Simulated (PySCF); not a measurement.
C5H5FO2.
Numbering: `[CH:1]#[C:2][C@@H:3]([CH2:4][F:5])[C:6](=[O:7])[OH:8]` (hydrogens: H9 on C1; H10 on C3; H11, H12 on C4; H13 on O8)

The geometry is computed with GFN2-xTB (gas phase).

(1) Give the optimised bond lengths and angles.

## Answers

(1) 
```tsv
bond	length (bohr)
C1≡C2	2.261
C2–C3	2.744
C3–C4	2.893
C4–F5	2.591
C3–C6	2.887
C6=O7	2.264
C6–O8	2.518
C1–H9	1.982
C3–H10	2.069
C4–H11	2.069
C4–H12	2.068
O8–H13	1.834
```

A selection of angles:
```tsv
angle	degrees
C2–C1–H9	178.9
C1–C2–C3	178.7
C2–C3–C4	110.7
C2–C3–C6	107.0
C2–C3–H10	109.6
C4–C3–C6	110.7
C4–C3–H10	110.0
C6–C3–H10	108.7
C3–C4–F5	109.7
C3–C4–H11	110.5
C3–C4–H12	111.1
F5–C4–H11	107.5
F5–C4–H12	107.1
H11–C4–H12	110.8
C3–C6–O7	124.9
C3–C6–O8	111.3
O7–C6–O8	123.8
C6–O8–H13	111.0
```

Torsions: C2–C3–C4–F5 -165° (antiperiplanar); C2–C3–C6–O7 -84° (synclinal); H13–O8–C6–C3 -178° (antiperiplanar).

Of the pairs four or more bonds apart, O7···H11 is among the closest relative to their van der Waals radii: 2.52 Å, 93 % of the sum of Bondi's values. The C–C distances run from 1.196 Å (C1≡C2, drawn triple) to 1.531 Å (C3–C4, drawn single), a spread of 0.335 Å. The C–O distances run from 1.198 Å (C6=O7, drawn double) to 1.332 Å (C6–O8, drawn single), a spread of 0.134 Å.

Point group: C1 (no symmetry element, even within 0.4 Å). Not checked by GFN2-xTB frequencies. The numbers are those of one conformer (C2–C3–C4–F5 -165°, C2–C3–C6–O7 -84°, C3–C6–O8–H -178°).
